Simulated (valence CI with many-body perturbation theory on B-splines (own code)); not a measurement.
Valence orbitals of Zn16+

Calculated by configuration interaction combined with many-body perturbation theory (CI+MBPT): four valence electrons over a frozen Dirac-Fock core [Ne], a basis of 11 s, 11 p, 9 d, 7 f, 5 g, 2 h, 1 i functions for each j, with the one-electron correlation potential Σ1, the two-electron term Σ2, the three-electron term Σ3, Breit, model QED; selected CI, second order for the rest (own B-spline code, finite nucleus).

No measured spectrum was set against this ion. As an estimate, levels of excited configurations hold to 0.05 to 0.15 % of their energy, terms of the ground configuration to about 0.5 %.

These are the spectroscopic orbitals of the CI (the correlating ones are not listed), shaped by the core and the other valence electrons. h is the expectation value of the core's Dirac-Fock operator, without the valence repulsion; Σ1 is computed up to l = 3 at one energy for each symmetry, that of its lowest orbital but kept below the first core excitation, so for empty shells it is not the orbital's own correlation shift; Breit and QED include the response of the core.

```tsv
Orbital	h (hartree)	Σ1 (cm⁻¹)	Breit (cm⁻¹)	QED (cm⁻¹)	⟨r⟩ (bohr)
3s1/2	-27.042	-5391	1579	1063	0.5800
4s1/2	-14.348	-1655	575	395	1.116
5s1/2	-8.872	-719	264	183	1.838
6s1/2	-6.028	-383	144	100	2.732
3p1/2	-25.446	-6345	2515	-82.4	0.5694
4p1/2	-13.689	-1945	922	-29.4	1.130
5p1/2	-8.5467	-870	438	-13.8	1.870
6p1/2	-5.8437	-470	244	-7.7	2.783
3p3/2	-25.245	-6176	1560	6.2	0.5747
4p3/2	-13.61	-1908	563	3.0	1.137
5p3/2	-8.5077	-856	271	1.5	1.879
6p3/2	-5.8217	-463	150	0.9	2.794
3d3/2	-23.091	-7147	926	-48.7	0.5223
4d3/2	-12.789	-1922	332	-17.1	1.120
5d3/2	-8.1097	-849	160	-8.2	1.887
3d5/2	-23.056	-7023	375	-26.8	0.5236
4d5/2	-12.773	-1887	134	-8.7	1.121
5d5/2	-8.1018	-833	64.8	-4.0	1.890
4f5/2	-12.372	-1146	14.9	-2.9	1.015
5f5/2	-7.8999	-588	10.7	-1.7	1.802
4f7/2	-12.367	-1139	0.1	0.1	1.016
5f7/2	-7.897	-583	0.1	-0.2	1.803
5g7/2	-7.8373		0.2	-0.5	1.608
5g9/2	-7.8357		0.0	0.3	1.608
```

Among the shells of the start configuration 3s2 3p2, Σ1 is largest in size for 3p1/2, where it is 0.11 % of h.

Lowest root of each symmetry, sizes in configuration state functions:

```
J  Parity  Roots  Reference  Variational  Second order  Change by selected CI (cm⁻¹)  Change by second order (cm⁻¹)
0    even      8         34        18028         96446                         -6931                             -2
1    even     13         66        39997        331217                         -6642                             -7
2    even     16         91        39997        386879                         -7010                            -26
3    even     11         65        39905        504088                         -5741                            -35
4    even      7         44        39292        383493                         -5726                            -23
5    even      2         17        23696        313399                         -5861                            -13
0     odd      3         30        15514         60174                         -7782                             -3
1     odd      8         79        36469        268501                         -6862                             -6
2     odd      9         91        39989        368997                         -3305                             -9
3     odd      5         71        40000        398179                         -6737                            -21
4     odd      2         42        33994        282173                        -10293                            -16
```
